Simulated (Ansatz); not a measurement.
`C[Si](F)(F)[SiH3]`. Charge 0, multiplicity 1.

```xyz
11

C    -0.5571    0.9900    1.3496
Si   -0.5442   -0.4961    0.2526
F    -0.2833   -1.7911    1.1516
F    -2.0030   -0.6807   -0.3728
Si    1.0144   -0.4867   -1.4989
H    -1.3184    0.8789    2.1262
H     0.4126    1.1219    1.8352
H    -0.7799    1.8930    0.7765
H     2.3890   -0.3718   -0.9419
H     0.9091   -1.7382   -2.2929
H     0.7607    0.6808   -2.3852
```

(1) What are the harmonic wavenumbers in cm⁻¹ at PBE0-D4/def2-TZVP (Ansatz, finite differences of forces, unscaled)? (Estimate.)

(2) Is this a minimum?

(3) Give the ideal-gas thermochemistry at 298.15 K and 1 bar (rigid rotor, harmonic oscillator; point group Cs, symmetry number 1).

## Answers

(1) Computed: 84, 131, 132, 151, 225, 264, 302, 441, 505, 506, 712, 769, 787, 856, 901, 921, 937, 944, 1281, 1440, 1443, 2219, 2228, 2237, 3052, 3140, 3144.

(2) Yes, all 27 modes are real.

(3) Zero-point energy 178.0 kJ/mol; H(298) − E = 202.2 kJ/mol; entropy 370.1 J/(mol·K), of which translation 167.7, rotation 115.1, vibration 87.3; G(298) − E = 91.8 kJ/mol. Modes under 100 cm⁻¹ are hindered rotations or soft bends, so the harmonic entropy is rough.
